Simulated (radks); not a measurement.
Question: The mean radii <r> (bohr) of the occupied orbitals of an atom or ion are listed with their occupations. All-electron calculation, scalar-relativistic Kohn-Sham, BLYP, spin-polarised, spherical densities, finite nucleus; Fermi nuclear charge, rms radius of each element as measured or else 0.836 A^(1/3) + 0.57 fm. Program: a radial shooting solver on a logarithmic mesh with Libxc functionals.

| orbital | occ. | <r> |
|---|---|---|
| 1s up | 1 | 0.02318 |
| 1s down | 1 | 0.02318 |
| 2s up | 1 | 0.09897 |
| 2s down | 1 | 0.09896 |
| 2p up | 3 | 0.08710 |
| 2p down | 3 | 0.08710 |
| 3s up | 1 | 0.2602 |
| 3s down | 1 | 0.2602 |
| 3p up | 3 | 0.2584 |
| 3p down | 3 | 0.2583 |
| 3d up | 5 | 0.2357 |
| 3d down | 5 | 0.2357 |
| 4s up | 1 | 0.5755 |
| 4s down | 1 | 0.5756 |
| 4p up | 3 | 0.6017 |
| 4p down | 3 | 0.6018 |
| 4d up | 5 | 0.6339 |
| 4d down | 4 | 0.6343 |

Name the element and its charge. Open shells, if any, are filled with parallel spins first.

Answer: Z = 61, promethium, charge +16: Pm16+ in [Kr] 4d9. The 1s radius gives Z: for a bare nucleus <r> = (2 gamma + 1)/(2Z) with gamma = sqrt(1 - (Z/c)^2), 0.02288 bohr for Z = 61, and screening makes it slightly larger (0.02318 here). The occupations add up to 45, and the charge is Z minus that.
